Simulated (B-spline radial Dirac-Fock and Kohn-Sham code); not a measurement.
## Muonic X-ray lines of ²⁴Mg

Nucleus: ²⁴Mg, Fermi distribution (skin thickness 2.3 fm), rms radius 3.057 fm (measured, Angeli and Marinova 2013).

The run's input, task.json:

```json
{"items": [{
  "Z": 12,
  "q": 0,
  "cfg": [[1, 0, 2], [2, 0, 2], [2, 1, 6], [3, 0, 2]],
  "A": 24,
  "rrms": 3.057,
  "do": "muonic",
  "nuclei": [[24, 23.985042, 3.057, "measured", "fermi"]]
}]}
```

Run with: `python xray2_run.py task.json out`

The computed values come from a radial finite-basis atomic code: the Dirac equation of a negative muon with reduced mass in the field of a spherical finite nucleus, with the Uehling potential to all orders; nuclear polarisation, deformation, hyperfine structure, self-energy, higher-order vacuum polarisation, relativistic recoil and electron screening are left out.

```csv
transition,energy (keV),"point nucleus, no QED (keV)"
2p3/2 → 1s1/2,296.6,303.1
2p1/2 → 1s1/2,296.4,302.9
3p3/2 → 1s1/2,352.8,359.1
3d5/2 → 2p3/2,56.22,56.04
3d3/2 → 2p1/2,56.39,56.21
4f7/2 → 3d5/2,19.63,19.61
4f5/2 → 3d3/2,19.65,19.62
5g9/2 → 4f7/2,9.079,9.074
6h11/2 → 5g9/2,4.930,4.929
```

The 2p fine-structure splitting is 0.1942 keV, and 2s lies 0.9933 keV above 2p1/2.
